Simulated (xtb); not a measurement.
In(H)2(NHMe) (CH6InN), SMILES C[NH][InH2]. All values are semi-empirical tight-binding results from xtb (GFN2-xTB unless named), good for trends rather than for accurate numbers. Coordinates come from a GFN2-xTB optimisation.

For metal compounds this method's bond lengths and energies can be far off.

The orbital gap is 2.97 eV and the zero-point energy is 38.1 kcal/mol. The G − E(el) at 298.15 K (modified RRHO) comes out as 19.3 kcal/mol.
